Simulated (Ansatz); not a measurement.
The cluster H9Au5⁺, relaxed as a doublet with UKS PBE-D4/def2-SVP in Ansatz, starting from the GFN2-xTB geometry. Force threshold 0.02 eV/Å.

In the def2 sets Au takes a core potential; there is no spin–orbit coupling. In the doublet, H7 and H12 lie 0.84 Å apart (atoms count from 1), so H2 has formed as a molecule. Another isomer (doublet) lies 0.13 eV lower at PBE0-D4/def2-TZVP; other spin states weren't run for this one.

Start:

```xyz
14

Au   -0.1413    0.6885    0.0162
Au   -2.2257    1.8971    1.2693
Au    3.7921   -1.7284   -2.6302
Au    1.8335   -0.4954   -1.2989
Au   -3.3980   -0.1535    2.9872
H    -3.5598    2.1689    1.7225
H     4.1287   -3.0180   -3.3189
H    -0.7060    1.8356    0.8177
H     0.3938   -0.5139   -0.7686
H    -3.6274   -1.3818    3.7485
H    -2.3899    3.2483    0.8017
H     4.8714   -2.4000   -3.4159
H    -2.2192    0.3744    1.9158
H     3.2478   -0.5217   -1.8464
```

Q: Estimate the energy that the relaxation releases and the steps that it takes.

A: 86.8 kcal/mol, in 29 steps; 2.2 min on 4 threads of Arm Neoverse V2 on a shared host. The force fell under the threshold at step 16, but the optimiser went on and released 0.005 eV more. No frequencies were taken in this run, so the end may be a saddle point.

Q: Does the start keep its bonding?

A: By distances, no bond broke or formed. The bond that changes most is Au3–H12, from 1.49 to 1.81 Å (atoms count from 1). A close non-bonded pair moves further: Au5–H6, from 2.65 to 2.13 Å.

Q: Predict the relaxed structure.

A: 
Cartesian coordinates in Å:
```
Au -0.250 0.542 0.107
Au -2.316 2.063 1.148
Au 3.849 -1.694 -2.501
Au 1.940 -0.893 -0.700
Au -3.399 0.122 2.805
H -3.608 2.144 2.172
H 4.444 -2.866 -3.742
H -0.988 2.149 0.015
H 0.431 -1.058 0.110
H -3.355 -1.373 3.362
H -2.642 3.597 0.801
H 4.304 -2.162 -4.187
H -2.071 0.278 1.663
H 3.663 -0.848 -1.053
```
Bond lengths (bridged metal pairs left out): 13 × Au–H 1.60 to 1.87 Å.
